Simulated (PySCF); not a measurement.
TaF5, SMILES [Ta]([F])([F])([F])([F])[F], multiplicity 1. Atoms are numbered in the order given.

```xyz
6

Ta     0.0000     0.0000     0.0000
F      0.0000     0.0000     1.8805
F      0.0000     0.0000    -1.8805
F     -1.8529     0.0000     0.0000
F      0.9264     1.6047     0.0000
F      0.9264    -1.6047     0.0000
```

Geometry optimised at PBE0-D3(BJ)/def2-SVP. The spin state was assumed, not searched. The isomer is the one that the SMILES or the coordinates give; other isomers of the formula were not compared. The def2 effective core potentials stand for the cores of Ta; spin–orbit coupling is left out.

The numbers are results of ωB97X/def2-TZVP run with PySCF, not measurements.

ESP charges are fitted to the potential on shells at 1.4 to 2.0 van der Waals radii. Atomic charges (e):

| atom | ESP fit | Löwdin | Mulliken |
|---|---|---|---|
| Ta1 | 1.75 | 1.00 | 1.82 |
| F2 | -0.39 | -0.23 | -0.39 |
| F3 | -0.39 | -0.23 | -0.39 |
| F4 | -0.32 | -0.18 | -0.35 |
| F5 | -0.32 | -0.18 | -0.35 |
| F6 | -0.32 | -0.18 | -0.35 |
